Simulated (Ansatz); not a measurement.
Basis sets compared for ZnO2H2 (the lowest singlet isomer of a short search). Charge 0, multiplicity 1. Geometry PBE-D4/def2-TZVP. Ansatz on 4 threads of Arm Neoverse V1 on a shared host; times are rough, and most runs start from earlier orbitals.

```xyz
5

Zn   -0.062    0.048    0.162
O     1.528   -0.143    0.937
O    -1.722    0.288   -0.434
H     2.250    0.214    0.393
H    -1.993   -0.407   -1.057
```

The 6-31G sets use Cartesian d functions. The structure comes from a short search, and lower isomers may exist.

Binding counts from free atoms (Zn singlet, O triplet, H doublet) in the same basis, without a counterpoise term.

```csv
level,functions,energy (Eh),HOMO (eV),LUMO (eV),binding per atom (eV),wall time
HF/6-31G,51,-1928.3543,-12.37,1.45,1.71,0.31 s
HF/def2-TZVP,122,-1928.7849,-12.62,1.43,1.89,0.66 s
PBE-D4/def2-SVP,69,-1930.2574,-5.95,-1.57,3.14,0.7 s
PBE-D4/def2-TZVP,122,-1930.7282,-6.75,-2.04,3.16,0.91 s
r2SCAN-D4/def2-TZVP,122,-1931.0623,-7.07,-1.71,3.11,1.9 s
PBE0-D4/def2-SVP,69,-1930.2803,-7.75,-0.77,2.99,0.8 s
PBE0-D4/def2-TZVP (with forces),122,-1930.7381,-8.39,-1.15,3.02,2.3 s
```

Task: Estimate the rows for PBE-D4/def2-TZVPD, r2SCAN-D4/def2-TZVPD, PBE0-D4/def2-TZVPD.

Result: 
```tsv
level	functions	energy (Eh)	HOMO (eV)	LUMO (eV)	binding per atom (eV)	wall time
PBE-D4/def2-TZVPD	149	-1930.7332	-6.86	-2.17	3.17	1.3 s
r2SCAN-D4/def2-TZVPD	149	-1931.0663	-7.16	-1.81	3.12	2.2 s
PBE0-D4/def2-TZVPD	149	-1930.7424	-8.48	-1.31	3.03	2 s
```
